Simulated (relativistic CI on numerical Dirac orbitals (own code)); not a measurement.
# Hyperfine structure of In⁶⁺, mass number 113

Calculated at this level of theory: Dirac-Coulomb-Breit CI, orbitals from a KLI potential per configuration, model QED (radiative potential, 1s self-energy scaled to tabulated hydrogen-like ionisation energies), unscaled Slater integrals (own radial code, finite nucleus).

Configurations in the expansion (outside the closed core [Ar] 3d10): 4s2.4p6.4d7, 4s2.4p6.4d6.5s, 4s2.4p6.4d6.4f, 4s2.4p5.4d8, 4s2.4p6.4d6.5p, 4s2.4p6.4d6.5d, 4s2.4p4.4d9, 4s2.4p6.4d6.6s, 4s.4p6.4d8, 4s2.4p6.4d5.5s2, 4s2.4p6.4d6.6p, 4s2.4p6.4d6.5f, 4s2.4p6.4d6.6d, 4s2.4p6.4d6.5g, 4s2.4p6.4d6.6f, 4p6.4d9. Levels of other configurations are missing.

Nuclear spin I = 9/2, μ = 5.5208 μN, Q = 0.761 b (tables of Stone and Pyykkö). The electronic factors are computed for point nuclear moments, without core polarisation or the Bohr-Weisskopf and QED corrections.

```csv
Level,E (eV),A (MHz),B (MHz)
4s2.4p6.4d7 4F_9/2,0.0000,1157,715
4s2.4p6.4d7 4F_7/2,0.6841,1268,534
4s2.4p6.4d7 4F_5/2,1.0447,1485,452
4s2.4p6.4d7 4F_3/2,1.2560,2361,309
4s2.4p6.4d7 4P_3/2,2.2585,1009,650
4s2.4p6.4d7 4P_5/2,2.5021,622.8,-1020
4s2.4p6.4d7 2G_9/2,2.8408,1497,-599
4s2.4p6.4d7 4P_1/2,2.8560,-1031,
```

Levels with J = 0, under 50 % of one LS term, or S terms without an open s electron are left out. Small factors come from cancelling terms and can be off by tens of per cent or more.

At this charge configurations can still be misplaced by up to about 7 % of their energy. Terms inside the open d or f shell come out 10 to 20 % too wide with unscaled integrals. 22 of the 69 excited levels that our extract of the measured tables holds in this range could be paired (the sources list more); they are missed by 1750 cm⁻¹ on average and 5289 at most, and levels without a partner can miss by more. Some levels of the ground configuration have no partner and can miss by 10 % or more.

Give the hyperfine levels of 4s2.4p6.4d7 4F_9/2 relative to its centre of gravity.

With K = F(F + 1) − I(I + 1) − J(J + 1), E = AK/2 + B[¾K(K + 1) − I(I + 1)J(J + 1)]/[2I(2I − 1)J(2J − 1)]: F = 0: -28320, F = 1: -27200, F = 2: -24960, F = 3: -21590, F = 4: -17070, F = 5: -11380, F = 6: -4499, F = 7: 3603, F = 8: 12960, F = 9: 23620 MHz.

LS names give the leading component of a level, which can be under half, so a name can repeat, a term be missing and a line seem to break the LS rules.
